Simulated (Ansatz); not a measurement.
Steps of a relaxation of B2H8N2Si with RKS PBE0-D4/def2-TZVP.

```sh
$ ansatz run in.yaml --threads 4 --pin off --events-out ev --progress --plain --max-ram 10444MiB
```

```yaml
crystal:
  periodic: [false, false, false]
  atoms:
    - {symbol: B, position_ang: [-1.555605, 0.471166, -0.205593]}
    - {symbol: B, position_ang: [-0.385505, 1.021941, -1.237151]}
    - {symbol: Si, position_ang: [-0.017854, -0.812232, -0.015042]}
    - {symbol: N, position_ang: [0.519014, -1.166971, 1.590900]}
    - {symbol: N, position_ang: [0.995777, 0.872299, -0.599032]}
    - {symbol: H, position_ang: [-2.700509, 0.186368, -0.499078]}
    - {symbol: H, position_ang: [-1.339019, 0.738618, 0.994625]}
    - {symbol: H, position_ang: [-0.350609, 1.061405, -2.457019]}
    - {symbol: H, position_ang: [0.699627, -1.808266, -0.890705]}
    - {symbol: H, position_ang: [1.212859, -1.888636, 1.791889]}
    - {symbol: H, position_ang: [-0.064630, -0.932304, 2.395170]}
    - {symbol: H, position_ang: [1.853911, 0.890711, -1.162697]}
    - {symbol: H, position_ang: [1.153143, 1.331001, 0.308533]}
basis:
  gaussian: {orbitals: def2-TZVP}
hamiltonian: {xc: pbe0, dispersion: d4}
relax: {f_tol: 0.005, max_steps: 150}
```

Positions (Å) and forces (eV/Å) along the path, 10 of 11 steps:

```xyz
13
step=1 energy=-12334.6357 eV
B    -1.556    0.471   -0.206   -0.018   -0.059    0.052
B    -0.386    1.022   -1.237    0.085   -0.084   -0.183
Si   -0.018   -0.812   -0.015    0.506    0.090    0.380
N     0.519   -1.167    1.591   -0.156   -0.185   -0.011
N     0.996    0.872   -0.599    0.154    0.009    0.230
H    -2.701    0.186   -0.499    0.439    0.104    0.103
H    -1.339    0.739    0.995   -0.034   -0.071   -0.341
H    -0.351    1.061   -2.457   -0.006   -0.002    0.474
H     0.700   -1.808   -0.891   -0.166    0.197    0.181
H     1.213   -1.889    1.792   -0.463    0.475   -0.135
H    -0.065   -0.932    2.395    0.382   -0.145   -0.534
H     1.854    0.891   -1.163   -0.601   -0.056    0.342
H     1.153    1.331    0.309   -0.121   -0.272   -0.557
13
step=2 energy=-12334.6920 eV
B    -1.544    0.467   -0.208   -0.013   -0.049   -0.008
B    -0.387    1.025   -1.233   -0.023   -0.132   -0.053
Si   -0.010   -0.807   -0.013    0.281    0.259    0.197
N     0.519   -1.161    1.582   -0.122   -0.048   -0.169
N     0.983    0.863   -0.592    0.024   -0.145    0.148
H    -2.674    0.180   -0.498    0.114    0.048    0.049
H    -1.325    0.734    0.979   -0.009   -0.030   -0.105
H    -0.349    1.070   -2.437    0.000    0.030    0.138
H     0.693   -1.799   -0.880   -0.052    0.051    0.037
H     1.200   -1.878    1.783   -0.106    0.122   -0.032
H    -0.056   -0.921    2.376    0.096   -0.026   -0.127
H     1.831    0.870   -1.149   -0.153   -0.017    0.073
H     1.140    1.322    0.303   -0.039   -0.062   -0.149
13
step=4 energy=-12334.7136 eV
B    -1.539    0.458   -0.213   -0.001    0.031   -0.076
B    -0.392    1.018   -1.231   -0.232   -0.011   -0.046
Si    0.015   -0.779   -0.012    0.033    0.061   -0.050
N     0.505   -1.162    1.573   -0.017   -0.008   -0.018
N     0.974    0.841   -0.580    0.116   -0.096    0.134
H    -2.667    0.179   -0.483   -0.043   -0.006    0.010
H    -1.304    0.712    0.967    0.027   -0.004    0.049
H    -0.348    1.086   -2.426    0.011    0.017   -0.043
H     0.696   -1.777   -0.880    0.013   -0.026   -0.016
H     1.195   -1.862    1.779    0.031   -0.034    0.022
H    -0.061   -0.908    2.363   -0.017    0.009    0.050
H     1.816    0.832   -1.137    0.058   -0.005   -0.033
H     1.130    1.327    0.295    0.020    0.073    0.017
13
step=5 energy=-12334.7210 eV
B    -1.537    0.457   -0.219   -0.038    0.055   -0.042
B    -0.402    1.014   -1.239   -0.178    0.023   -0.066
Si    0.037   -0.758   -0.014   -0.045   -0.112    0.015
N     0.488   -1.175    1.573    0.009   -0.005    0.008
N     0.972    0.833   -0.570    0.182    0.081    0.147
H    -2.672    0.179   -0.459   -0.019   -0.013    0.014
H    -1.269    0.687    0.963    0.020   -0.002    0.013
H    -0.350    1.094   -2.433    0.012    0.009   -0.026
H     0.706   -1.766   -0.882    0.029    0.003   -0.001
H     1.182   -1.870    1.786    0.007   -0.028    0.010
H    -0.073   -0.908    2.363   -0.009   -0.001    0.029
H     1.814    0.807   -1.129    0.024    0.005   -0.012
H     1.125    1.372    0.277    0.007   -0.016   -0.090
13
step=6 energy=-12334.7222 eV
B    -1.537    0.465   -0.222    0.063   -0.047   -0.042
B    -0.416    1.009   -1.260    0.040   -0.062    0.066
Si    0.047   -0.744    0.005   -0.003    0.033   -0.235
N     0.473   -1.191    1.590   -0.006   -0.008    0.063
N     0.973    0.838   -0.577   -0.053    0.076    0.105
H    -2.679    0.182   -0.416   -0.022   -0.009    0.017
H    -1.219    0.676    0.954   -0.002    0.056    0.038
H    -0.359    1.088   -2.453   -0.004    0.020   -0.017
H     0.759   -1.715   -0.875   -0.031   -0.076    0.048
H     1.149   -1.905    1.799    0.000   -0.010   -0.010
H    -0.111   -0.949    2.372    0.017    0.005    0.010
H     1.812    0.790   -1.139   -0.004   -0.006   -0.006
H     1.128    1.422    0.238    0.007    0.028   -0.037
13
step=7 energy=-12334.7262 eV
B    -1.533    0.459   -0.224   -0.002   -0.010   -0.001
B    -0.415    1.006   -1.261    0.011    0.002    0.001
Si    0.051   -0.748   -0.004   -0.009    0.006    0.008
N     0.471   -1.197    1.585   -0.012    0.008    0.004
N     0.972    0.844   -0.571   -0.011    0.025    0.042
H    -2.677    0.171   -0.408   -0.001   -0.001    0.002
H    -1.213    0.696    0.948    0.003   -0.007    0.001
H    -0.356    1.093   -2.454    0.011    0.003   -0.013
H     0.748   -1.743   -0.869   -0.003    0.006    0.012
H     1.143   -1.916    1.795    0.001   -0.009   -0.008
H    -0.102   -0.940    2.370    0.014    0.002   -0.003
H     1.813    0.801   -1.131    0.000    0.007   -0.008
H     1.120    1.438    0.239   -0.003   -0.032   -0.037
13
step=8 energy=-12334.7265 eV
B    -1.535    0.458   -0.226    0.005   -0.010   -0.015
B    -0.415    1.006   -1.261   -0.003    0.005   -0.001
Si    0.049   -0.747   -0.003   -0.003   -0.004    0.006
N     0.474   -1.197    1.584   -0.014    0.009    0.006
N     0.970    0.844   -0.569    0.003    0.006    0.010
H    -2.678    0.170   -0.411    0.002    0.001    0.004
H    -1.216    0.693    0.947    0.005    0.001    0.002
H    -0.350    1.095   -2.454   -0.003    0.000    0.000
H     0.744   -1.744   -0.866    0.002    0.002    0.002
H     1.139   -1.922    1.791   -0.002    0.000   -0.008
H    -0.090   -0.931    2.373    0.009   -0.004    0.001
H     1.811    0.804   -1.131   -0.002    0.001   -0.001
H     1.118    1.436    0.241    0.002   -0.008   -0.006
13
step=9 energy=-12334.7266 eV
B    -1.535    0.457   -0.228    0.002   -0.007   -0.006
B    -0.415    1.007   -1.262    0.002   -0.001   -0.003
Si    0.049   -0.747   -0.002   -0.005    0.002   -0.001
N     0.473   -1.198    1.585   -0.006    0.003    0.009
N     0.970    0.845   -0.569   -0.003   -0.001   -0.011
H    -2.679    0.168   -0.409    0.002    0.001    0.002
H    -1.213    0.693    0.944    0.003    0.000    0.003
H    -0.350    1.097   -2.455    0.000    0.002    0.004
H     0.745   -1.744   -0.864    0.001   -0.001   -0.001
H     1.135   -1.926    1.790   -0.001    0.002   -0.004
H    -0.087   -0.928    2.375    0.004   -0.004    0.001
H     1.810    0.804   -1.130   -0.001   -0.001    0.002
H     1.117    1.437    0.240    0.002    0.004    0.006
13
step=10 energy=-12334.7266 eV
B    -1.535    0.456   -0.230   -0.001   -0.004   -0.001
B    -0.416    1.007   -1.264    0.004    0.004   -0.001
Si    0.048   -0.746   -0.001   -0.001    0.002    0.005
N     0.472   -1.198    1.586   -0.002    0.002   -0.005
N     0.969    0.845   -0.569   -0.002   -0.006   -0.006
H    -2.680    0.168   -0.407    0.000    0.000    0.000
H    -1.209    0.692    0.942    0.001    0.001   -0.001
H    -0.349    1.100   -2.456   -0.002   -0.001    0.001
H     0.746   -1.743   -0.862    0.001   -0.002    0.000
H     1.133   -1.928    1.789    0.001    0.001   -0.001
H    -0.086   -0.929    2.378    0.000   -0.001    0.000
H     1.809    0.803   -1.130    0.001   -0.001    0.001
H     1.117    1.439    0.239    0.001    0.004    0.006
13
step=11 energy=-12334.7266 eV
B    -1.535    0.456   -0.230   -0.001   -0.001    0.002
B    -0.416    1.007   -1.264    0.002   -0.003   -0.003
Si    0.048   -0.746    0.000    0.001    0.000    0.002
N     0.472   -1.198    1.586   -0.001    0.001   -0.002
N     0.968    0.845   -0.569   -0.001   -0.001   -0.001
H    -2.680    0.168   -0.407    0.000    0.000    0.000
H    -1.209    0.693    0.941    0.000    0.000    0.001
H    -0.349    1.101   -2.456    0.000    0.001    0.000
H     0.746   -1.743   -0.861    0.000    0.000   -0.001
H     1.135   -1.927    1.788    0.000    0.000    0.000
H    -0.086   -0.930    2.378    0.000    0.000    0.001
H     1.809    0.802   -1.130    0.000    0.000    0.000
H     1.117    1.439    0.239    0.000    0.001    0.001
```

Run time 40 s (4 threads of an Intel Xeon Platinum 8259CL on a shared host); peak host memory 0.59 GiB.
